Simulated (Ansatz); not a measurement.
Molecule: WO₂, charge 0, multiplicity 3. This is an excited triplet: at this geometry the singlet lies 0.23 eV lower at RI-MP2/CBS(def2-TZVPPD,def2-QZVPPD)+[CCSD(T)-MP2]/def2-TZVPPD. 
Coordinates optimised at B3LYP-D3(BJ)/def2-TZVP (Ansatz, a quantum-chemistry and plane-wave program):
```
W
O 1 1.7151
O 1 1.7151 2 113.29
```
Charge 0, spin multiplicity 3.

Basis-set convergence of Hartree-Fock and CCSD(T) correlation energies (hartree) with Ansatz. Cores are frozen in the correlated levels unless marked. UHF or UKS for open shells. Spin-orbit coupling is left out. The frozen core is the preceding noble-gas configuration, with the filled d and f shells of earlier blocks. Past Kr the def2 sets carry scalar-relativistic core potentials.

| basis | functions | E(HF) | E(corr, CCSD(T)) |
|---|---|---|---|
| def2-SVPD | 81 | -215.98035 | -0.58987 |
| def2-TZVPPD | 139 | … | … |

Fill in the missing entries.


- def2-TZVPPD, E(HF): -216.18841
- def2-TZVPPD, E(corr, CCSD(T)): -0.69873
